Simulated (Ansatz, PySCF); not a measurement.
C5H7F, SMILES CC1[C@@H](F)CC=1. Atoms are numbered in the order given.

```xyz
13

C      2.0220    -0.1440     0.5321
C      0.5871     0.2108     0.3796
C     -0.3560     0.8165     1.1268
C     -1.4775     0.6179     0.1200
C     -0.3606     0.0160    -0.7864
F     -0.5560    -1.2871    -1.2018
H      2.1630    -1.2303     0.4011
H      2.4073     0.1406     1.5226
H      2.6383     0.3519    -0.2380
H     -0.3266     1.3092     2.1029
H     -1.9917     1.5166    -0.2620
H     -2.2285    -0.1385     0.3986
H     -0.1269     0.6194    -1.6823
```
Charge 0, spin multiplicity 1.

Geometry: B3LYP-D3(BJ)/def2-SVP. The structure was generated by enumeration; whether it is a known compound was not checked.

Two levels are set side by side: PBE-D3(BJ)/def2-SVP (Ansatz, a quantum-chemistry and plane-wave program) and B3LYP-D3(BJ)/def2-SVP (Ansatz). Each level has its own optimised geometry; the coordinates shown are those of the second. Frequencies come from the Hessian of PySCF at each geometry. Differences are taken from unrounded values.

```tsv
quantity	B3LYP-D3(BJ)	PBE-D3(BJ)	PBE-D3(BJ) minus B3LYP-D3(BJ)
mean bond length (Å)	1.271	1.277	0.006
bond C1–C2 (Å)	1.486	1.486	0.000
bond C2–C3 (Å)	1.347	1.357	0.010
bond C2–C5 (Å)	1.515	1.518	0.003
bond C3–C4 (Å)	1.520	1.519	-0.001
bond C4–C5 (Å)	1.559	1.562	0.003
bond C5–F6 (Å)	1.382	1.388	0.006
bond C1–H7 (Å)	1.103	1.111	0.008
bond C1–H8 (Å)	1.100	1.107	0.007
bond C1–H9 (Å)	1.104	1.112	0.008
bond C3–H10 (Å)	1.094	1.102	0.008
bond C4–H11 (Å)	1.104	1.112	0.008
bond C4–H12 (Å)	1.102	1.110	0.008
bond C5–H13 (Å)	1.105	1.115	0.010
highest harmonic wavenumber (cm⁻¹)	3184	3115	-69
mean harmonic wavenumber (cm⁻¹)	1417	1379	-39
zero-point energy (kcal/mol)	66.86	65.04	-1.82
```

Exact exchange shortens and stiffens bonds; PBE has none. Differences between two approximate levels are no errors against the true value.
